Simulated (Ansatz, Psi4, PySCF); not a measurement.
C₃H₇ (SMILES C[CH-]C), charge -1, singlet, at a GFN2-xTB geometry. Base run: PySCF with MP2/def2-SVP.

Input for PySCF:
```python
from pyscf import gto, scf, mp

mol = gto.M(
    atom='''
C    -0.107805    0.000543    0.680041
C    -0.021906    1.233441   -0.218470
C    -0.006462   -1.234393   -0.214053
H     0.843090    0.007604    1.300384
H     0.012964    2.153589    0.381103
H     0.039908   -2.151880    0.388809
H     0.857628    1.285900   -0.921854
H    -0.913313    1.303024   -0.860491
H    -0.896914   -1.317425   -0.855800
H     0.873675   -1.278357   -0.917264
''',
    basis='def2-svp',
    charge=-1,
    spin=0,
    verbose=4,
)

mf = scf.RHF(mol)
mf.kernel()

pt = mp.MP2(mf)
pt.kernel()
print('E(MP2) = %.10f' % pt.e_tot)
```

The same geometry, method and basis name were run in Ansatz (a first-principles code) and Psi4 and PySCF, at each program's defaults and at the settings that a row names. The base is PySCF at its defaults. Differences at the defaults can come from grids, fitting, cores and function types together.

```csv
code and settings,ΔE vs base (µEh),basis functions,E (Eh),SCF cycles
"PySCF, defaults (exact integrals, spherical functions, all electrons correlated)",0.0,77,-117.92971,10
"Psi4, defaults (density fitting with its default set, spherical functions, all electrons correlated)",(withheld),77,(withheld),11
"Ansatz, defaults (factorised integrals, spherical functions, frozen core)",8978,77,-117.92074,-
"PySCF, frozen core",8975,77,-117.92074,10
"Psi4, exact integrals, spherical functions, frozen core",8975,77,-117.92074,11
"Ansatz, high accuracy, frozen core",8975,77,-117.92074,-
```

Some entries are withheld; supply them.


- Psi4, defaults (density fitting with its default set, spherical functions, all electrons correlated), ΔE vs base (µEh): 326
- Psi4, defaults (density fitting with its default set, spherical functions, all electrons correlated), E (Eh): -117.92939
